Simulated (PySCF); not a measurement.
# Working out the ionisation energy of Co²⁺

Co²⁺ [Ar] 3d7 (4F) → Co³⁺ [Ar] 3d6 (5D). All numbers are calculated (PySCF 2.14, no relativity, point nucleus, in aug-cc-pVTZ (8s7p5d3f2g, 93 functions)). Frozen: [Ar]. Energies in hartree (1 hartree = 27.21139 eV):

```csv
part,Co²⁺ (lower),Co³⁺ (upper)
UHF,-1380.609905,-1379.454226
CCSD correlation,-0.183892,-0.121414
(T),-0.003693,-0.001302
```

What does Hartree-Fock give?

(-1379.454226) − (-1380.609905) = 1.155679 hartree = 31.448 eV.

What do CCSD and CCSD(T) give?

The CCSD correlation energies differ by 0.062478 hartree = 1.700 eV and the triples by 0.002391 hartree = 0.065 eV, so CCSD gives 33.148 eV and CCSD(T) 33.213 eV.

Reference: 33.5 ± 0.06 eV (semi-empirical (NIST evaluation); NIST Atomic Spectra Database, ionization energies), between the lowest levels; spin-orbit coupling is absent from the calculation.

The calculation is non-relativistic.

What remains against the reference includes basis incompleteness, the frozen core and higher excitations.
